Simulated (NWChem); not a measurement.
System: methylammonium (CH6N cation); SMILES C[NH3+]

Input file for NWChem:

```
start job
memory heap 200 mb stack 900 mb global 1100 mb
charge 1
geometry units angstroms noautoz
  C      0.000000     0.000000     0.814573
  N      0.000000     0.000000    -0.702497
  H     -1.016838     0.195558     1.154755
  H      0.677777     0.782828     1.154755
  H      0.339061    -0.978386     1.154755
  H     -0.625345    -0.723642    -1.080310
  H      0.939365    -0.179744    -1.080310
  H     -0.314020     0.903386    -1.080310
end
basis spherical
  C library 3-21g
  N library 3-21g
  H library 3-21g
end
dft
  xc xpbe96 cpbe96
  iterations 150
  mulliken
end
task dft energy
```

All runs use the structure optimised with B3LYP/6-31G* (spherical d).

Question: What results follow from this input? (PBE/3-21G.) Quantities: basis functions; energy (Ha); highest occupied level (eV); orbital gap (eV).

Answer: 
| Property | Result |
|---|---|
| number of basis functions | 30 |
| energy (Ha) | -95.57 |
| highest occupied level (eV) | -15.78 |
| orbital gap (eV) | 10.44 |
